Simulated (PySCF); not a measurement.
## How methods differ on the excitation energy of Pm

Pm [Xe] 4f5 6s2 (high-spin determinant) → Pm [Xe] 4f5 5d1 6s1 (high-spin determinant), as a difference of total energies. Computed with PySCF 2.14 in x2c-TZVPPall (11s7p7d4f2g, 113 functions), with the spin-free X2C one-electron Hamiltonian (Gaussian nucleus). The calculations carry no spin-orbit coupling.

```tsv
method	excitation energy (eV)
LDA	1.016
PBE	0.885
PBE0	0.934
r2SCAN	0.506
```

The determinant of the upper state and of the lower state mixes LS terms, which raises its energy above the lowest term, most at the Hartree-Fock and MP2 levels.
